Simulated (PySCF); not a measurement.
HNaO (SMILES [OH][Na]), singlet, geometry from GFN2-xTB (such geometries of metal compounds can be far from the true shape). Base run: PySCF with B3LYP/def2-SVP.

Geometry (Å):
```xyz
3

Na    -0.6071    -0.3457    -0.4992
O      0.6860     0.3447     0.5647
H      1.1903     1.0445     0.9731
```
Charge 0, spin multiplicity 1.
All else is at PySCF's defaults.

Each row names what was changed in the base input (with any setting that the change needs).

| change | basis functions | E (Eh) | HOMO (eV) | HOMO-LUMO gap (eV) | dipole (D) |
|---|---|---|---|---|---|
| base | 34 | -238.00793 | -4.79 | 3.44 | 5.33 |
| basis = jorge-DZP-DKH; relativity = none | 44 | -238.12737 | -5.05 | 3.63 | 5.85 |
| basis = cc-pVDZ-DK; relativity = spin-free X2C; nucleus = Gaussian (with nucmod='G') | 37 | -238.39722 | -4.86 | 3.42 | 5.57 |
| basis = jorge-DZP-DKH; relativity = spin-free X2C | 44 | -238.41181 | -5.05 | 3.62 | 5.84 |
| basis = jorge-DZP-DKH; relativity = spin-free X2C; nucleus = Gaussian (with nucmod='G') | 44 | -238.41174 | -5.05 | 3.62 | 5.84 |
| basis = x2c-SVPall; relativity = spin-free X2C; nucleus = Gaussian (with nucmod='G') | 34 | -238.26821 | -4.79 | 3.43 | 5.32 |
| basis = cc-pVDZ-DK; relativity = none | 37 | -238.10297 | -4.86 | 3.43 | 5.57 |
| basis = x2c-SVPall; relativity = spin-free X2C | 34 | -238.26828 | -4.79 | 3.43 | 5.32 |
| basis = cc-pVDZ-DK; relativity = spin-free X2C | 37 | -238.39729 | -4.86 | 3.42 | 5.57 |
| basis = x2c-SVPall; relativity = none | 34 | -237.99520 | -4.79 | 3.45 | 5.33 |

Total energies compare only within one method and basis.

Basis sets contracted for a relativistic Hamiltonian are a mismatch without it, so the rows without relativity aren't non-relativistic limits. No row has spin-orbit coupling; sets with core potentials leave out the core electrons.
